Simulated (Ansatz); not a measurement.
Q: Name a neutral molecule of C, N, O, Si and H with HOMO–LUMO gap (PBE/def2-TZVPP) between 4.85 and 5.15 eV and size of the dipole moment (PBE/def2-TZVPP) between 2.55 and 2.85 D (Ansatz, PBE0-D4/def2-TZVP geometry).

A: `O=CN[SiH2]O` (5.04 eV, 2.81 D); `C[SiH](N)[SiH2]O` (4.91 eV, 2.84 D). Other molecules can fit too; these were computed, each in one conformer that needn't be the lowest.
